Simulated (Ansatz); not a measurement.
Total energies of BBrH₂S₂, SMILES `SB(S)Br`.

```xyz
6

S    -1.4006    0.1518   -0.4650
B     0.2211   -0.1223    0.2456
S     1.7107    0.4571   -0.5619
Br    0.4612   -1.0499    1.9089
H    -2.1073   -0.4555    0.5017
H     1.1149    1.0188   -1.6292
```

The species carries charge 0 and has multiplicity 1. Correlated methods include outer-core shells of Br, which these sets cover unevenly. Scalar relativity is left out up to krypton. All single points use the PBE0-D4/def2-TZVP geometry. It is one conformer, not always the lowest. Basis def2-TZVPP, the Gaussian-basis code of Ansatz.

RPA on PBE orbitals: Hartree–Fock energy of these orbitals -3393.40350 Eh, correlation -1.17706 Eh (frozen core).

| functional | energy without D4 (Eh) | D4 term (kJ/mol) |
| --- | --- | --- |
| LDA (SPW92) | -3390.14132 | – |
| ωB97M-V | -3396.52472 | – |

(1) Give the same for PBE, revPBE, BLYP, r2SCAN, B97M-V, PBE0, B3LYP, r2SCANh, r2SCAN0, HSE06 (plane-wave form), BHLYP, CAM-B3LYP, LC-ωPBE, ωB97X-V, B2PLYP, PBE-QIDH. (An estimate is asked.)

B3LYP takes the VWN-RPA correlation (the form of Gaussian; ORCA's B3LYP/G). HSE06 is the plane-wave form, built on full-range PBE exchange. The double hybrids freeze the cores in their second-order part.

Answers

(1) Ansatz gave: 
```
             functional  energy without D4 (Eh)  D4 term (kJ/mol)
                    PBE             -3395.95457             -19.5
                 revPBE             -3396.35049             -51.8
                   BLYP             -3396.72705             -42.8
                 r2SCAN             -3396.64030              -4.2
                 B97M-V             -3396.07313                 –
                   PBE0             -3396.11440             -16.6
                  B3LYP             -3396.78789             -32.4
                r2SCANh             -3396.63520              -4.6
                r2SCAN0             -3396.62866              -5.2
HSE06 (plane-wave form)             -3396.10245             -15.7
                  BHLYP             -3396.69543             -27.9
              CAM-B3LYP             -3396.84821             -17.2
                LC-ωPBE             -3396.11491                 –
                ωB97X-V             -3396.36091                 –
                 B2PLYP             -3396.06068                 –
               PBE-QIDH             -3395.63114                 –
```

LC-ωPBE has ω = 0.4 bohr⁻¹.
